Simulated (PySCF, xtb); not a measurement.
C₃H₁₀Hf, SMILES [CH3][HfH]([CH3])[CH3], multiplicity 1.

GFN2-xTB (xtb) at its own geometry gives an orbital gap of 3.07 eV and a dipole moment of 0.84 D.

Coordinates come from a PBE0-D3(BJ)/def2-SVP optimisation. The spin state was assumed, not searched. The def2 effective core potentials stand for the cores of Hf; spin–orbit coupling is left out.

Problem. What does B3LYP/def2-TZVP in PySCF give? (An estimate is asked for; the answer gives what the named calculation found.)

Solution. gap 6.39 eV (levels -7.34 and -0.95 eV), dipole 0.93 D.
